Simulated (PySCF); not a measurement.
H$_{2}$P (SMILES [PH2]), doublet, geometry from GFN2-xTB; PBE/6-311G** in PySCF.

Here is a job for PySCF.
```python
from pyscf import gto, scf, dft

mol = gto.M(
    atom='''
P     0.003008   -0.000801    0.114347
H    -0.022380    1.002212   -0.850635
H    -0.022740   -0.990204   -0.864575
''',
    basis='6-311g**',
    charge=0,
    spin=1,
    verbose=4,
)

mf = dft.UKS(mol)
mf.xc = 'pbe'
mf.grids.atom_grid = (99, 590)
mf.grids.prune = None
mf.kernel()
```

Q: What does PySCF print? Leave out banner, timings and long lists.

A: 
```
PySCF version 2.14.0

[INPUT] verbose = 4
[INPUT] num. atoms = 3
[INPUT] num. electrons = 17
[INPUT] charge = 0
[INPUT] spin (= nelec alpha-beta = 2S) = 1
[INPUT] symmetry False subgroup None
[INPUT] Mole.unit = angstrom
[INPUT] Symbol           X                Y                Z      unit          X                Y                Z       unit  Magmom
[INPUT]  1 P      0.003008000000  -0.000801000000   0.114347000000 AA    0.005684296183  -0.001513670626   0.216084513166 Bohr   0.0
[INPUT]  2 H     -0.022380000000   1.002212000000  -0.850635000000 AA   -0.042292070668   1.893906198753  -1.607467181969 Bohr   0.0
[INPUT]  3 H     -0.022740000000  -0.990204000000  -0.864575000000 AA   -0.042972372073  -1.871214367449  -1.633809964146 Bohr   0.0

nuclear repulsion = 11.6696651646387
number of shells = 20
number of NR pGTOs = 61
number of NR cGTOs = 38
basis = 6-311g**
ecp = {}

******** <class 'pyscf.dft.uks.UKS'> ********
method = UKS
initial guess = minao
damping factor = 0
level_shift factor = 0
DIIS = <class 'pyscf.scf.diis.CDIIS'>
diis_start_cycle = 1
diis_space = 8
diis_damp = 0
SCF conv_tol = 1e-09
SCF conv_tol_grad = None
SCF max_cycles = 50
direct_scf = True
direct_scf_tol = 1e-13
number electrons alpha = 9  beta = 8
XC library pyscf.dft.libxc version 7.1.2
    S. Lehtola, C. Steigemann, M. J. T. Oliveira, and M. A. L. Marques,  SoftwareX 7, 1–5 (2018)
XC functionals = pbe
    J. P. Perdew, K. Burke, and M. Ernzerhof,  Phys. Rev. Lett. 77, 3865 (1996)
    J. P. Perdew, K. Burke, and M. Ernzerhof,  Phys. Rev. Lett. 78, 1396 (1997)
    J. P. Perdew, K. Burke, and M. Ernzerhof,  Phys. Rev. Lett. 77, 3865 (1996)
    J. P. Perdew, K. Burke, and M. Ernzerhof,  Phys. Rev. Lett. 78, 1396 (1997)
radial grids:
    Treutler-Ahlrichs [JCP 102, 346 (1995); DOI:10.1063/1.469408] (M4) radial grids

becke partition: Becke, JCP 88, 2547 (1988); DOI:10.1063/1.454033
pruning grids: None
grids dens level: 3
symmetrized grids: False
atomic radii adjust function: <function treutler_atomic_radii_adjust>
User specified grid scheme (99, 590)
small_rho_cutoff = 0
Set gradient conv threshold to 3.16228e-05
tot grids = 175232
init E= -342.225904681662

cycle= 1 E= -342.340049392668  delta_E= -0.114  |g|= 0.117  |ddm|= 0.908
cycle= 2 E= -342.342890663463  delta_E= -0.00284  |g|= 0.0358  |ddm|= 0.155
cycle= 3 E= -342.343366944582  delta_E= -0.000476  |g|= 0.0166  |ddm|= 0.0679
cycle= 4 E= -342.343529749023  delta_E= -0.000163  |g|= 0.00351  |ddm|= 0.0242
cycle= 5 E= -342.343535261448  delta_E= -5.51e-06  |g|= 0.000586  |ddm|= 0.00478
cycle= 6 E= -342.343535522166  delta_E= -2.61e-07  |g|= 0.00022  |ddm|= 0.00112
cycle= 7 E= -342.343535564023  delta_E= -4.19e-08  |g|= 2.57e-05  |ddm|= 0.000328
cycle= 8 E= -342.343535564927  delta_E= -9.04e-10  |g|= 5.17e-06  |ddm|= 5.82e-05
Extra cycle  E= -342.343535564959  delta_E= -3.24e-11  |g|= 2.15e-06  |ddm|= 1.21e-05
converged SCF energy = -342.343535564959  <S^2> = 0.75339977  2S+1 = 2.0033969
```
